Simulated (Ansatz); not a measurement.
hydrogen fluoride, charge +1, doublet, geometry from GFN2-xTB (a state made from the parent by changing its charge; the spin is typed, not shown lowest); CCSD(T)/6-31G** (Ansatz, a program for electronic structure).

Here is a job for Ansatz.
Ansatz 0.2 input:
```yaml
crystal:
  periodic: [false, false, false]
  atoms:
    - {symbol: F, position_ang: [-0.00000000, -0.00000000, -0.10443316]}
    - {symbol: H, position_ang: [0.00000000, 0.00000000, 0.93989843]}
basis:
  gaussian:
    orbitals: 6-31G__.json
total_charge: 1
magnetization: {spin_polarized: true, initial_magnetization: 1}
correlation: {method: ccsd_t}
```
The basis file holds 6-31G** in the JSON format of the Basis Set Exchange.

### Question
Write the output that Ansatz gives for this input, abridged.

### Answer

```
Functional definition: HF
179 factors; integrals over basis functions are off by at most 8.0e-4 eV
mean field evaluation 1: about -2705.9358 eV, gradient 2.1e1 eV
mean field evaluation 2: about -2705.9372 eV, gradient 2.1e1 eV
mean field evaluation 4: about -2707.3916 eV, gradient 8.7e-1 eV
mean field evaluation 8: about -2707.3966 eV, gradient 7.2e-4 eV
mean field evaluation 16: about -2706.3145 eV, gradient 1.6e1 eV
mean field evaluation 32: about -2707.3966 eV, gradient 9.6e-3 eV
mean field evaluation 64: about -2704.0413 eV, gradient 8.8e-4 eV
mean field -2707.39662201 eV, -99.4949907196 hartree, gradient 4.6e-6 eV, S^2 0.754711; 3 other end points of the search recorded, 0 dependent functions left out
determinant -2707.39662201 eV, -99.4949907196 hartree, with singles and doubles -2711.25411553 eV, -99.6367509916 hartree
determinant -2704.04132439 eV, -99.3716858063 hartree, with singles and doubles -2707.77098922 eV, -99.5087484607 hartree
1 core orbitals not correlated
reference -2707.39662201 eV, -99.4949907196 hartree; 4, 3 occupied and 15, 16 virtual orbitals, 179 factors
second order -3.54573649 eV of doubles, -0.00000000 eV of singles
cycle   1  -3.86134203 eV  change   -1.0e-1 eV  update   1.2e-2
cycle   2  -3.87321508 eV  change   -1.2e-2 eV  update   2.9e-3
cycle   3  -3.87480093 eV  change   -1.6e-3 eV  update   1.2e-3
cycle   4  -3.87575825 eV  change   -9.6e-4 eV  update   4.7e-4
cycle   5  -3.87600242 eV  change   -2.4e-4 eV  update   2.1e-4
cycle   6  -3.87609524 eV  change   -9.3e-5 eV  update   7.4e-5
cycle   7  -3.87610152 eV  change   -6.3e-6 eV  update   1.9e-5
cycle   8  -3.87609775 eV  change    3.8e-6 eV  update   3.6e-6
perturbative correction -0.04755582 eV, -0.0017476440 hartree
Total energy: -2711.32027558 eV, -99.6391823285 hartree
```
